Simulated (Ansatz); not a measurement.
Reaction (hydrogenolysis of the Sn–C bond): `N#[C][SnH2][C]#N` + H₂ → `N#[C][SnH3]` + `C#N`

Program: Ansatz. Geometries: PBE0-D4/def2-TZVP. ΔE: electronic, gas phase. CCSD(T)/CBS is the MP2 limit (def2-TZVPP, def2-QZVPP) plus CCSD(T) − MP2 in def2-TZVPP, frozen cores. This one scheme is used for every species. DFT in def2-TZVPP. Elements past krypton have def2 core potentials. For Sn outer-core shells are correlated without core-valence functions, which leaves a few kJ/mol of doubt a bond.

```
             level  ΔE (kcal/mol)  difference from CCSD(T)/CBS
       LDA (SPW92)           -4.5                         -3.9
         revPBE-D4           -1.0                         -0.4
           PBE0-D4           -2.8                         -2.2
          BHLYP-D4           -2.9                         -2.3
           r2SCAN0           -3.0                         -2.4
RPA@PBE/def2-TZVPP           -0.7                         -0.1
     CCSD/def2-SVP           -4.6                         -4.0
   CCSD/def2-TZVPP           -2.3                         -1.7
     HF/def2-QZVPP           -5.1                         -4.5
     MP2/CBS(def2)            1.1                          1.7
       CCSD(T)/CBS           -0.6                            0
```

Largest T1 diagnostic among the species: 0.015.

From BLYP to BHLYP (50 % exact exchange), in def2-TZVPP and without D4, ΔE moves by −1.1 kcal/mol. The D4 term adds +1.5 kcal/mol with B3LYP and +0.8 kcal/mol with PBE0; it sums over pairs of atoms, weighted by their polarisabilities, and B3LYP, whose exchange is more repulsive, gets the larger term. Leaving LDA and LC-ωPBE aside and taking each functional with its dispersion term where it has one, the values, not all of them listed here, spread over 2.8 kcal/mol, from B97M-V to revPBE-D4. LDA lies −1.6 kcal/mol from PBE without D4.

B3LYP here is the variant with VWN-RPA as its local correlation; programs differ in this.
